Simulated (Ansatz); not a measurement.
Computed with Ansatz on PBE0-D4/def2-TZVP structures; ΔE is electronic, products minus reactants. CCSD(T)/CBS is the MP2 limit (def2-TZVPP, def2-QZVPP) plus CCSD(T) − MP2 in def2-TZVPP, frozen cores. This one scheme is used for every species. DFT in def2-TZVPP. Each species was taken in one conformer, which may not be the lowest.

Reaction (ligand exchange at the Si–C bond): `C[SiH](Cl)Cl` + `O[SiH2]O` → `O[SiH2]O[SiH](Cl)Cl` + CH₄

```json
{"level": "r2SCAN", "ΔE (kJ/mol)": "-119.6"}
{"level": "HF/def2-TZVPP", "ΔE (kJ/mol)": "-134.3"}
{"level": "CCSD/def2-TZVPP", "ΔE (kJ/mol)": "-122.6"}
{"level": "HF/CBS(def2)", "ΔE (kJ/mol)": "-136.4"}
```

(1) What does CCSD(T)/CBS give? (Best estimate.)

Largest T1 diagnostic among the species: 0.011.

Results:

(1) Ansatz gave: -121.4 kJ/mol. The listed levels differ from it by 1.8, -12.9, -1.2, -15.0 kJ/mol.

From PBE to PBE0 (25 % exact exchange), in def2-TZVPP and without D4, ΔE moves by −4.7 kJ/mol. The D4 term adds −7.7 kJ/mol with B3LYP and −4.7 kJ/mol with PBE0; it sums over pairs of atoms, weighted by their polarisabilities, and B3LYP, whose exchange is more repulsive, gets the larger term.

B3LYP here is the variant with VWN-RPA as its local correlation; programs differ in this.
